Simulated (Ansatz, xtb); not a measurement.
## C4H8BFN2: 3 structures ranked

3 gas-phase structures of C4H8BFN2, from a drawn sample of its isomers (lower ones may exist). Each was relaxed with GFN2-xTB; where two conformers were screened, the lower at r2SCAN-D4/def2-SVP is listed:

A. `C=C[B@-](F)(C#N)[NH2+]C`, a singlet
B. `C=C(F)[C@H]([BH2-][NH3+])C#N`, a singlet
C. `C[C@H](CF)B(N)C#N`, a singlet

Which do you expect lowest at r2SCAN-D4/def2-SVP, and how would the others follow?

Calculated order at r2SCAN-D4/def2-SVP: A (0.0), C (3.3), B (43.1) kcal/mol.

Energies above the lowest of each column, in kcal/mol; the last columns are at B3LYP/def2-SVP geometries:

| structure | GFN2-xTB | HF/STO-3G | r2SCAN-D4/def2-SVP | B3LYP/def2-SVP | CCSD(T)/def2-SVP + ΔMP2/def2-TZVPP |
| --- | --- | --- | --- | --- | --- |
| A | 13.4 | 21.7 | 0.0 | 0.0 | 0.0 |
| C | 0.0 | 0.0 | 3.3 | 5.1 | 7.0 |
| B | 22.8 | 60.8 | 43.1 | 46.2 | 46.6 |

CCSD(T)/def2-SVP + ΔMP2/def2-TZVPP puts A lowest; GFN2-xTB picks C, HF/STO-3G picks C. Flexible structures stand in one conformer each, not always the lowest. ΔMP2 is the change of the MP2 energy from the smaller to the larger basis.

Programs: Ansatz 0.2.0, xtb 6.7.1.
